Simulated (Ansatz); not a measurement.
C3H7AlCl2O (`CC(C)[O][Al]([Cl])[Cl]`), relaxed with RKS PBE0-D4/def2-TZVP in Ansatz 0.2.0 from a PBE-D4/def2-SVP geometry. The force threshold is 0.005 eV/Å; the program also tests the step.

Charge 0, multiplicity 1.

Start:

```xyz
14

C    -1.029    0.390   -1.125
C    -0.343    0.725    0.199
C    -0.807   -0.170    1.348
O     1.074    0.664    0.055
Al    2.199   -0.548   -0.330
Cl    4.214    0.004   -0.458
Cl    1.655   -2.553   -0.678
H    -0.654    1.048   -1.934
H    -0.831   -0.666   -1.409
H    -2.128    0.524   -1.054
H    -0.576    1.783    0.460
H    -1.895   -0.057    1.530
H    -0.272    0.092    2.283
H    -0.607   -1.237    1.115
```

Task: By how much does the energy fall, and how many steps does the optimiser take? (Best estimate.)

Result: Ansatz gave: 0.07 eV, in 7 steps.

Task: Which bonds change most? (Estimate.)

Result: Ansatz gave: O4–Al5 from 1.698 to 1.662 Å; Al5–Cl7 from 2.107 to 2.084 Å; Al5–Cl6 from 2.093 to 2.073 Å; C2–H11 from 1.114 to 1.097 Å.

Task: Give the relaxed structure. (Best estimate.)

Result: The calculation gave: 
```xyz
14

C    -1.046    0.387   -1.111
C    -0.337    0.711    0.189
C    -0.808   -0.162    1.335
O     1.062    0.605    0.029
Al    2.206   -0.547   -0.329
Cl    4.197    0.027   -0.404
Cl    1.725   -2.539   -0.707
H    -0.673    1.020   -1.918
H    -0.885   -0.661   -1.384
H    -2.121    0.551   -1.017
H    -0.533    1.760    0.443
H    -1.876   -0.020    1.516
H    -0.270    0.086    2.252
H    -0.641   -1.219    1.105
```
